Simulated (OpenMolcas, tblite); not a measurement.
**A ladder of methods for CH5FOSn (SMILES [CH3][SnH]([OH])[F])**

CH5FOSn has 9 atoms, charge 0, and is taken as a singlet. SMILES: `[CH3][SnH]([OH])[F]`. The coordinates come from a PBE0-D4/def2-TZVP relaxation. This is one conformer, not always the lowest.

```xyz
9

C    -0.3480    1.3209   -0.1726
Sn   -0.2712   -0.7574    0.2376
O     1.5274   -1.3464    0.7250
F    -0.6132   -1.5960   -1.4646
H    -1.3617    1.6034   -0.4558
H    -0.0436    1.8854    0.7085
H     0.3298    1.5391   -0.9976
H    -1.3087   -1.4770    1.3718
H     2.1777   -1.2184    0.0306
```

Each level gives the HOMO–LUMO gap (eV). The values are calculated.

```csv
level,kind,program,value (eV)
IPEA1-xTB,semi-empirical,tblite,5.47
HF/def2-SVP (core potential),Hartree–Fock,OpenMolcas,15.18
SVWN5/def2-SVP (core potential),LDA,OpenMolcas,5.55
BLYP/def2-SVP (core potential),GGA,OpenMolcas,5.49
r2SCAN/def2-SVP (core potential),meta-GGA,OpenMolcas,6.35
B3LYP/def2-SVP (core potential),global hybrid,OpenMolcas,7.61
BHLYP/def2-SVP (core potential),global hybrid,OpenMolcas,10.61
B2PLYP/def2-SVP (core potential),double hybrid,OpenMolcas,10.89
```

The values span 5.47 to 15.18 eV. Orbital gaps aren't excitation energies, and those of double hybrids come from the SCF part alone; they tend to grow with the share of exact exchange.
